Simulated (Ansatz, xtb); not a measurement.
Relaxing a trial structure of H6Si2Sn

The starting geometry of this gas-phase singlet has its atoms placed at random.

```xyz
9

Si   -0.4096    0.5706   -1.0932
Si    0.7777    2.3049   -0.2399
Sn   -0.3674   -0.5302    0.9452
H    -1.1440    1.3164    1.7934
H    -0.9004   -0.8676   -1.3182
H     1.1264    0.5349   -0.4310
H     1.5112   -0.4692   -0.0474
H     1.2374   -0.0582    1.7729
H     0.5733   -2.4136   -0.1112
```

Q: Guess where an optimisation with r2SCAN-D4/def2-SVP ends from this start.

A: It falls apart into H4Si2Sn + H2. Distances that change by over a tenth: Si1–Sn3 (2.32 → 2.86 Å), Si2–H6 (1.81 → 2.91 Å), Sn3–H4 (2.18 → 3.53 Å), Sn3–H7 (2.13 → 2.75 Å). Contacts that open: Sn3–H8 (1.87 → 3.59 Å). Contacts that close: Si2–Sn3 (3.28 → 2.59 Å), Si2–H4 (2.97 → 1.49 Å), Si2–H8 (3.14 → 1.49 Å), H7–H9 (2.16 → 0.77 Å).

The energy falls by 9.22 eV over 51 steps:

```
step  E − E(last) (eV)
   1             9.216
   7             3.094
  12             1.777
  18             0.872
  23             0.562
  29             0.492
  34             0.384
  40             0.022
  45             0.005
  51             0.000
```

Final geometry (Å):

```yaml
atoms:
  - { symbol: Si, position_ang: [-0.1661, 1.3201, -1.1988] }
  - { symbol: Si, position_ang: [0.1775, 0.9460, 1.1275] }
  - { symbol: Sn, position_ang: [-0.7953, -1.1875, 0.0184] }
  - { symbol: H, position_ang: [-0.7346, 1.7201, 2.0188] }
  - { symbol: H, position_ang: [-1.5968, 0.6313, -1.0798] }
  - { symbol: H, position_ang: [0.3439, -0.1497, -1.5678] }
  - { symbol: H, position_ang: [1.7845, -2.1232, -0.1566] }
  - { symbol: H, position_ang: [1.5912, 0.9659, 1.6061] }
  - { symbol: H, position_ang: [1.8001, -1.7350, 0.5027] }
```

From the same start GFN2-xTB ends elsewhere, in pieces: HSi2 + H3Sn + H2.

From so rough a start the end depends on the optimiser's path, so another program may land elsewhere. The end wasn't checked by frequencies. Atoms past krypton carry core potentials, without spin–orbit terms. Run with Ansatz 0.2.0, 110 s on 2 threads of Intel(R) Xeon(R) Platinum 8259CL CPU @ 2.50GHz (Skylake/Cascade Lake) (shared host).
